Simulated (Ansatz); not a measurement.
`F[C]F` and `[F][Sn][F]` differ in one element.

Ansatz, PBE0-D4/def2-TZVP geometries, multiplicity 1. 

Elements past krypton have def2 core potentials.

| property | `F[C]F` |
| --- | --- |
| HOMO energy (PBE0/def2-TZVPP) / eV | -8.77 |
| LUMO energy (PBE/def2-TZVPP) / eV | -3.48 |
| size of the dipole moment (PBE/def2-TZVPP) / D | 0.82 |
| size of the dipole moment (B3LYP/def2-TZVPP) / D | 0.67 |
| zero-point energy (PBE0-D4/def2-TZVP) / kJ/mol | 18.5 |
| HOMO–LUMO gap (PBE/def2-TZVPP) / eV | 3.63 |

(1) What does the change do to each property? (Estimate.)

Results:

(1) The calculation gave: 
| property | `[F][Sn][F]` | shift |
| --- | --- | --- |
| HOMO energy (PBE0/def2-TZVPP) / eV | -8.72 | 0.05 |
| LUMO energy (PBE/def2-TZVPP) / eV | -3.44 | 0.04 |
| size of the dipole moment (PBE/def2-TZVPP) / D | 3.50 | 2.68 |
| size of the dipole moment (B3LYP/def2-TZVPP) / D | 3.79 | 3.12 |
| zero-point energy (PBE0-D4/def2-TZVP) / kJ/mol | 8.3 | -10.2 |
| HOMO–LUMO gap (PBE/def2-TZVPP) / eV | 4.02 | 0.39 |

With PBE0 the HOMO rises by 0.05 eV and the LUMO falls by 0.53 eV, so the gap narrows by about 0.58 eV. PBE moves the HOMO by -0.35 eV and ωB97M-V by 0.35 eV. Dipoles are sizes alone; their direction can turn.

B3LYP here is the variant with VWN-RPA as its local correlation; programs differ in this.
